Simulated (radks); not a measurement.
The numbers below are computed, except where a source is named.
Task: These are the eigenvalues of the occupied orbitals of an atom or ion with whole-number occupations (Ry). Code: a radial shooting solver on a logarithmic mesh with Libxc functionals. Model: Dirac Kohn-Sham, AM05, spin-unpolarised, spherical densities, point nucleus.

| orbital | eigenvalue |
|---|---|
| 1s1/2 | -3303.462 |
| 2s1/2 | -537.3056 |
| 2p1/2 | -508.9395 |
| 2p3/2 | -467.8217 |
| 3s1/2 | -117.4756 |
| 3p1/2 | -105.3097 |
| 3p3/2 | -97.04332 |
| 3d3/2 | -75.87086 |
| 3d5/2 | -74.07761 |
| 4s1/2 | -23.67927 |
| 4p1/2 | -19.05314 |
| 4p3/2 | -17.24096 |
| 4d3/2 | -9.62875 |
| 4d5/2 | -9.30672 |
| 5s1/2 | -3.52133 |
| 5p1/2 | -2.28201 |
| 5p3/2 | -2.03841 |
| 4f5/2 | -0.62315 |
| 6s1/2 | -0.60707 |
| 4f7/2 | -0.58838 |

Which element is it, and in what charge state? The configuration may be excited. Open shells, if any, are shared by 2j + 1.

Result: Z = 61, promethium, charge +1: Pm+ in [Xe] 4f5 6s1. The list shows which subshells hold electrons but not how many an open one holds; the 1s level, -1651.7 hartree, gives Z - s = 57.5 by -(Z - s)^2/2, which with screening and relativity narrows Z to a few neighbours, and the depths of the outer levels then fix element, charge and occupations together.
